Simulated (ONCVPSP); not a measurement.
## Logarithmic derivatives: Cs (Z = 55), ONCV

ONCVPSP 4.0.1 input, shortened (lines: element, Z, core and valence counts, functional; n l f; lmax; l rc ep ncon nbas qcut; lloc lpopt rc5 dvloc0; l nproj debl; icmod fcfact rcfact), PW91, scalar-relativistic:

```
  Cs 55.00    9    3  -109134      upf
    1    0    2.00
    2    0    2.00
    2    1    6.00
    3    0    2.00
    3    1    6.00
    3    2   10.00
    4    0    2.00
    4    1    6.00
    4    2   10.00
    5    0    2.00
    5    1    6.00
    6    0    1.00
    2
    0    3.40    0.00    4    8    3.30
    1    2.30    0.00    5    9    4.20
    2    3.65    0.20    3    6    2.50
    4    5    1.80    6.00
    0    2    0.80
    1    1    0.70
    2    2    0.80
    0    0.00    0.00
```

In the d channel the program set the typed energies aside and used 0.050, 0.850 Ha.

The phase is arctan(r·R′/R) of the radial function R(r), unwrapped; energies in Ha, scanned from -2 to 5 Ha. A pole is an energy at which the radial function vanishes at the test radius. The pseudo phase is shifted by a multiple of π to meet the all-electron one at the reference energy, and phase errors are pseudo minus all-electron; the curves can meet again beyond the range given. Levels narrower than the energy grid can be missing from the lists of poles.

**Question.** For each channel, where are the poles, and over which energies does the pseudopotential scatter like the atom?

**Answer.**

```tsv
channel	radius (bohr)	reference energy (Ha)	poles, all-electron	poles, pseudo	unbroken range about the reference energy with phases within 0.05 rad	phase error 1 Ha above the reference energy (rad)
s	3.46	-0.08	-0.95, 1.11, 4.11	-0.95, 1.01, 2.47	below 1.2	-0.018
p	2.33	-0.50	0.33	0.31, 4.37	below 1.3	-0.008
d	3.70	0.05	0.32, 2.07, 4.81	0.32, 2.19, 4.72	below 2.6	+0.008
```

Phases in the s channel:

```json
{"E (Ha)": "-1.98", "all-electron": "1.378", "pseudo": "1.378"}
{"E (Ha)": "-1.80", "all-electron": "1.363", "pseudo": "1.363"}
{"E (Ha)": "-1.62", "all-electron": "1.342", "pseudo": "1.342"}
{"E (Ha)": "-1.44", "all-electron": "1.311", "pseudo": "1.310"}
{"E (Ha)": "-1.26", "all-electron": "1.251", "pseudo": "1.251"}
{"E (Ha)": "-1.08", "all-electron": "0.918", "pseudo": "0.917"}
{"E (Ha)": "-0.90", "all-electron": "-1.689", "pseudo": "-1.689"}
{"E (Ha)": "-0.72", "all-electron": "-1.833", "pseudo": "-1.833"}
{"E (Ha)": "-0.54", "all-electron": "-1.934", "pseudo": "-1.935"}
{"E (Ha)": "-0.36", "all-electron": "-2.083", "pseudo": "-2.084"}
{"E (Ha)": "-0.18", "all-electron": "-2.400", "pseudo": "-2.401"}
{"E (Ha)": "0.00", "all-electron": "-3.195", "pseudo": "-3.196"}
{"E (Ha)": "0.18", "all-electron": "-4.031", "pseudo": "-4.034"}
{"E (Ha)": "0.36", "all-electron": "-4.368", "pseudo": "-4.373"}
{"E (Ha)": "0.54", "all-electron": "-4.518", "pseudo": "-4.525"}
{"E (Ha)": "0.72", "all-electron": "-4.603", "pseudo": "-4.614"}
{"E (Ha)": "0.90", "all-electron": "-4.661", "pseudo": "-4.678"}
{"E (Ha)": "1.08", "all-electron": "-4.706", "pseudo": "-4.734"}
{"E (Ha)": "1.26", "all-electron": "-4.746", "pseudo": "-4.801"}
{"E (Ha)": "1.44", "all-electron": "-4.786", "pseudo": "-4.917"}
{"E (Ha)": "1.62", "all-electron": "-4.833", "pseudo": "-5.428"}
{"E (Ha)": "1.80", "all-electron": "-4.897", "pseudo": "-7.413"}
{"E (Ha)": "1.98", "all-electron": "-5.006", "pseudo": "-7.694"}
{"E (Ha)": "2.16", "all-electron": "-5.262", "pseudo": "-7.780"}
{"E (Ha)": "2.34", "all-electron": "-6.185", "pseudo": "-7.828"}
{"E (Ha)": "2.52", "all-electron": "-7.242", "pseudo": "-7.863"}
{"E (Ha)": "2.70", "all-electron": "-7.537", "pseudo": "-7.895"}
{"E (Ha)": "2.88", "all-electron": "-7.652", "pseudo": "-7.928"}
{"E (Ha)": "3.06", "all-electron": "-7.714", "pseudo": "-7.968"}
{"E (Ha)": "3.24", "all-electron": "-7.754", "pseudo": "-8.023"}
{"E (Ha)": "3.42", "all-electron": "-7.782", "pseudo": "-8.116"}
{"E (Ha)": "3.60", "all-electron": "-7.805", "pseudo": "-8.328"}
{"E (Ha)": "3.78", "all-electron": "-7.824", "pseudo": "-9.104"}
{"E (Ha)": "3.96", "all-electron": "-7.841", "pseudo": "-10.318"}
{"E (Ha)": "4.14", "all-electron": "-7.856", "pseudo": "-10.660"}
{"E (Ha)": "4.32", "all-electron": "-7.872", "pseudo": "-10.782"}
{"E (Ha)": "4.50", "all-electron": "-7.887", "pseudo": "-10.845"}
{"E (Ha)": "4.68", "all-electron": "-7.905", "pseudo": "-10.885"}
{"E (Ha)": "4.86", "all-electron": "-7.925", "pseudo": "-10.913"}
```
